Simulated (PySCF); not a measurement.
Isomers of C4H3N. All species are isolated molecules in the gas phase. Strings in code marks are SMILES.

The T1 excitation (TDA) from two functionals at the same geometries (B3LYP-D3(BJ)/def2-TZVP), both in PySCF: PBE-D3(BJ)/def2-TZVP and M06-2X/def2-TZVP. Excitations are Tamm–Dancoff values on a coarser integration grid. The basis has no diffuse functions, so Rydberg states are missing or too high.

| species | M06-2X/def2-TZVP (eV) |
|---|---|
| `N#CC1C=C1` | 4.98 |
| `N#CCC#C` | 5.77 |
| `C1C(=C1)C#N` | 3.82 |
| `N(=C=C)C#C` | 3.52 |
| `C#CC=C=N` | 4.00 |
| `C(C=C=C)#N` | 4.35 |

Q: What does PBE-D3(BJ)/def2-TZVP give for each?

A: 
- `N#CC1C=C1`: 4.48
- `N#CCC#C`: 5.46
- `C1C(=C1)C#N`: 3.34
- `N(=C=C)C#C`: 3.26
- `C#CC=C=N`: 3.57
- `C(C=C=C)#N`: 3.96
Over these rows, drawn at random from the members with no instability flagged (it was tested for open shells, ions and some series alone), PBE minus M06-2X: mean -0.39 eV, from -0.49 eV to -0.26 eV.
